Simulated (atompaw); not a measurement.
## scandium: one change to a PAW (atompaw) potential, before and after

| Quantity | Value |
| --- | --- |
| Element | scandium |
| Generator | atompaw 4.2.0.5 |
| Type | PAW |
| Functional | LDA (PW92) |
| Relativity | scalar-relativistic |
| Frozen core | [Ne] |
| Valence charge | 11 |
| Reference configuration | 3s2 3p6 3d1 4s2 4p0 |
| Partial waves | 3s (bound): rc 1.35 bohr; 4s (bound): rc 2.50 bohr; 3p (bound): rc 1.95 bohr; 4p (bound, empty): rc 2.50 bohr; 3d (bound): rc 1.35 bohr; 3d channel at 2.65 Ry: rc 1.35 bohr |
| Local potential | troulliermartins scheme with l = 3 at 0.5 Ry, radius 1.85 bohr |
| Core correction | smooth core density matched at 2.30 bohr |
| Augmentation charge | besselshape compensation charge, radius 2.35 bohr; PAW radius 2.50 bohr; waves and projectors: custom rrkj gramschmidtortho |

Change: augmentation besselshape compensation charge, radius 2.35 bohr; PAW radius 2.50 bohr; waves and projectors: custom polynom vanderbiltortho.

Cutoffs: the cutoffs (Ry, on a coarse ladder) from which the occupation-weighted sum of valence levels, in a spherical-Bessel basis at the reference potential, stays within 10 and 1 mRy of its value at 400 Ry; they do not see the model core or the augmentation charge, which bear on the density cutoff.

What does the change do?

The potential gets neither clearly harder nor softer (45 Ry and 60 Ry → 40 Ry and 60 Ry); the d channel sets the loose cutoff, while the largest relative change is in s, which becomes softer; neither file shows a bound ghost.

| quantity | base | changed |
| --- | --- | --- |
| cutoff, loose | 45 Ry | 40 Ry |
| cutoff, tight | 60 Ry | 60 Ry |
| loose cutoff by channel (10 mRy a level) | s 21 Ry, p 18 Ry, d 45 Ry | s 15 Ry, p 18 Ry, d 40 Ry |
| bound ghosts | none | none |
| s: phases at 2.51 bohr within 0.05 rad from the reference energy up to (Ry; the scan ends near 5) | 2.4 | 3.0 |
| p: phases at 2.51 bohr within 0.05 rad from the reference energy up to (Ry; the scan ends near 5) | 0.4 | 0.6 |
| d: phases at 2.51 bohr within 0.05 rad from the reference energy up to (Ry; the scan ends near 5) | to the end of the scan | to the end of the scan |
| lowest overlap eigenvalue by channel | s 0.41, p 0.60, d 0.92 | s 0.53, p 0.65, d 0.96 |

 The cutoffs see the waves, projectors and local potential, not the compensation charge or the core.
